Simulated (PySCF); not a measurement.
A structure optimised at PBE-D3(BJ)/def2-SVP, used in a PySCF frequency run:

```xyz
18

C      2.3130     1.2810     0.0940
Si     1.3034    -0.2623    -0.3203
C     -0.5796     0.0553    -0.3426
Si    -1.1083     1.3480     0.9445
C     -1.3644    -1.2663    -0.1757
O     -0.9192    -2.3100    -1.0301
H      2.1180     2.0903    -0.6386
H      2.0735     1.6686     1.1048
H      3.3966     1.0483     0.0651
H      1.7633    -0.8117    -1.6446
H      1.5582    -1.3306     0.7210
H     -0.8101     0.4887    -1.3429
H     -0.5803     2.7091     0.5831
H     -2.6116     1.4231     1.0274
H     -0.5857     0.9778     2.3091
H     -1.3359    -1.5818     0.8965
H     -2.4342    -1.0974    -0.4242
H     -0.1441    -2.7243    -0.6083
```

Q: Write its SMILES and formula.

A: C[SiH2][C@H]([SiH3])CO, C3H12OSi2

Q: What are its rotational constants (standard atomic weights)?

A: 2.2443, 1.7462, 1.0414 GHz
